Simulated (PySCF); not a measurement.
# Computed properties of C3H3F4, SMILES F[CH]CC(F)(F)F

C₃H₃F₄, SMILES FC(F)(C[CH]F)F (connectivity only; charge and spin as stated), charge +1, multiplicity 1. The structure is a stationary point at PBE0-D3(BJ)/def2-SVP. The spin state was assumed, not searched. The isomer is the one that the SMILES or the coordinates give; other isomers of the formula were not compared. The values are those of a single conformer. All values are computed for the isolated molecule unless a solvent is named; none is compared with measurement here.

**Structure.** All 24 harmonic modes at PBE0-D3(BJ)/def2-SVP (PySCF) are real, so it is a minimum. With heavy atoms numbered as in [F:1][CH:2][CH2:3][C:4]([F:5])([F:6])[F:7], the shortest bond between them is F1–C2 at 1.245 Å and the longest C3–C4 at 1.550 Å.

**Vibrations.** The strongest infrared lines (harmonic, unscaled, degenerate partners summed) lie at 1626 cm⁻¹ (306 km/mol, C 70 %, F 17 %, H 13 %), 1348 cm⁻¹ (285 km/mol, C 47 %, H 33 %, F 20 %), 1258 cm⁻¹ (267 km/mol, C 72 %, F 15 %, H 13 %). The softest mode is at 66 cm⁻¹ and the zero-point energy is 38.4 kcal/mol.

**Electronic structure.** HF/def2-TZVP (PySCF) places the frontier levels at -21.03 and -5.95 eV, a gap of 15.08 eV and a mean polarisability of 31.6 bohr³. PBE/def2-TZVP (PySCF) at the same geometry gives -14.80 and -11.42 eV, so its gap is 11.70 eV narrower. An orbital gap is neither the optical nor the fundamental gap.

**Excitations.** TDA-PBE0/def2-SVPD (PySCF) has S1 at 4.92 eV (252 nm, f = 0.038, weak); the most intense of the 10 singlets computed lies at 7.76 eV (f = 0.12). T1 (TDA) is at 4.47 eV, 0.45 eV under S1. TDA-PBE/def2-SVPD (PySCF) puts S1 at 3.45 eV. No vertical singlet excitation falls in the visible range (under 3.1 eV).

**NMR.** GIAO shifts at PBE0/pcSseg-1 (PySCF) (non-relativistic, atoms alike by connectivity averaged): ¹³C from 67.0 to 281.2 ppm against TMS; ¹H from 5.2 to 10.6 ppm against TMS; ¹⁹F from -64.5 to 254.5 ppm against CFCl3.

**Solvation.** SMD-B3LYP/6-31G* (PySCF) gives -71.1 kcal/mol in water, -72.9 kcal/mol in N,N-dimethylformamide, -58.7 kcal/mol in chloroform (1 M in both phases, gas-phase geometry); of these solvents N,N-dimethylformamide holds the molecule best.
